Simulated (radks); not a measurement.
Question: The table gives one normalised radial function P(r) = r R(r) of Cu2+ in [Ne] 3s2 3p5 3d10 (r in bohr). Method: scalar-relativistic Kohn-Sham, LDA (Slater exchange, Perdew-Wang correlation), spin-polarised, spherical densities, finite nucleus; open shells are filled with parallel spins first; Fermi nuclear charge, rms radius 3.8823 fm; computed with a radial shooting solver on a logarithmic mesh with Libxc functionals.

| r | P |
|---|---|
| 0.006531 | 0.0115 |
| 0.007423 | 0.0146 |
| 0.00837 | 0.0182 |
| 0.009437 | 0.0226 |
| 0.01064 | 0.0281 |
| 0.012 | 0.0349 |
| 0.01353 | 0.0432 |
| 0.01525 | 0.0533 |
| 0.0172 | 0.0656 |
| 0.01954 | 0.0815 |
| 0.02204 | 0.0996 |
| 0.02484 | 0.1211 |
| 0.02801 | 0.1466 |
| 0.03158 | 0.1764 |
| 0.03561 | 0.2109 |
| 0.04015 | 0.2504 |
| 0.04527 | 0.2947 |
| 0.05145 | 0.3471 |
| 0.05801 | 0.4001 |
| 0.06541 | 0.4554 |
| 0.07375 | 0.5109 |
| 0.08315 | 0.5635 |
| 0.09375 | 0.6095 |
| 0.1057 | 0.6439 |
| 0.1192 | 0.6611 |
| 0.1355 | 0.6535 |
| 0.1527 | 0.6158 |
| 0.1722 | 0.5428 |
| 0.1942 | 0.4311 |
| 0.2189 | 0.2797 |
| 0.2468 | 0.0912 |
| 0.2783 | -0.1274 |
| 0.3138 | -0.3645 |
| 0.3566 | -0.6203 |
| 0.4021 | -0.8433 |
| 0.4533 | -1.0308 |
| 0.5111 | -1.1665 |
| 0.5763 | -1.2390 |
| 0.6498 | -1.2443 |
| 0.7326 | -1.1864 |
| 0.826 | -1.0763 |
| 0.9388 | -0.9191 |
| 1.059 | -0.7531 |
| 1.193 | -0.5864 |
| 1.346 | -0.4327 |
| 1.517 | -0.3013 |
| 1.711 | -0.1970 |
| 1.929 | -0.1202 |
| 2.175 | -0.0678 |
| 2.472 | -0.0335 |
| 2.787 | -0.0156 |
| 3.142 | -0.0065 |
| 3.543 | -0.0024 |

Which n and l does it have? It may be an empty orbital.

Answer: n = 3, l = 1: the number of nodes gives n - l - 1 = 1, the rise at small r (about r^(l+1)) gives l, and the extent must fit the shell. The curve is that of 3p up; the table hardly tells the two spins apart. 3p up: eigenvalue -99.441 eV, 1 radial node at r = 0.260 bohr, <r> = 0.743 bohr, 90 % of the charge inside 1.15 bohr.
